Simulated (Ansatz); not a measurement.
Cost and result for the atomization energy of CH7FOSi2 (`O[SiH2][SiH2]CF`) (12 atoms, 11 bonds).

| atom | x (Å) | y (Å) | z (Å) |
| --- | --- | --- | --- |
| O1 | 0.024 | 1.747 | 2.308 |
| Si2 | 0.698 | 0.652 | 1.266 |
| Si3 | -0.770 | 0.077 | -0.477 |
| C4 | 0.076 | -1.105 | -1.705 |
| F5 | 0.593 | -2.209 | -1.033 |
| H6 | -0.734 | 1.462 | 2.820 |
| H7 | 1.902 | 1.321 | 0.712 |
| H8 | 1.122 | -0.585 | 1.982 |
| H9 | -1.186 | 1.284 | -1.246 |
| H10 | -1.999 | -0.573 | 0.062 |
| H11 | 0.900 | -0.606 | -2.226 |
| H12 | -0.627 | -1.467 | -2.462 |

The species carries charge 0 and has multiplicity 1. The geometry is a stationary point of PBE0-D4/def2-TZVP. It is one conformer, not always the lowest. Program: Ansatz. All runs use 4 threads of an Arm Neoverse V1 on a shared host. Times are those of one run each, without the atoms' runs, and a repeat can differ threefold. Electronic energies, without spin–orbit coupling; frozen cores. CCSD(T)/CBS adds CCSD(T) − MP2 in def2-TZVPP to the MP2 limit, and its time is that of the two runs behind it. T1 = 0.012. B3LYP takes the VWN-RPA correlation (the form of Gaussian; ORCA's B3LYP/G).

CCSD(T)/CBS is a level of theory with its own doubt, some kJ/mol a heavy atom from the limit and from the frozen cores, so smaller differences don't rank the functionals.

| level | functions | wall time | atomization (kJ/mol) | difference from CCSD(T)/CBS | per bond |
| --- | --- | --- | --- | --- | --- |
| PBE-D4/def2-TZVPP (with forces) | 275 | 3.1 s | 4101.2 | 17.6 | 1.6 |
| PBE0-D4/def2-TZVPP | 275 | 3.8 s | 4038.9 | -44.7 | -4.1 |
| r2SCAN-D4/def2-TZVPP (with forces) | 275 | 6.5 s | 4075.0 | -8.6 | -0.8 |
| B3LYP-D4/def2-TZVPP (with forces) | 275 | 6.5 s | 4064.2 | -19.4 | -1.8 |
| B2PLYP/def2-TZVPP | 275 | 7 s | 4018.6 | -65.0 | -5.9 |
| ωB97X-V/def2-TZVPP | 275 | 11 s | 4097.4 | 13.8 | 1.3 |
| ωB97M-V/def2-TZVPP (with forces) | 275 | 15 s | 4078.1 | -5.5 | -0.5 |
| MP2/def2-QZVPP | 521 | 30 s | 4077.9 | -5.7 | -0.5 |
| CCSD(T)/def2-TZVPP | 275 | 4.4 min | 3969.6 | -114.0 | -10.4 |
| CCSD(T)/CBS(def2) | – | 4.9 min | 4083.6 | 0.0 | 0.0 |

From PBE to PBE0 (25 % exact exchange), in def2-TZVPP and without D4, the atomization energy moves by −58.9 kJ/mol: exact exchange takes away binding that semilocal exchange gives to molecules. The D4 term adds +37.8 kJ/mol with B3LYP and +20.0 kJ/mol with PBE0; it sums over pairs of atoms, weighted by their polarisabilities, and B3LYP, whose exchange is more repulsive, gets the larger term. In def2-TZVPP, CCSD(T) changes the Hartree–Fock value by +986.2 kJ/mol (the triples alone add +50.4 kJ/mol) and MP2 by +1026.5 kJ/mol; breaking electron pairs costs correlation energy, which Hartree–Fock lacks.
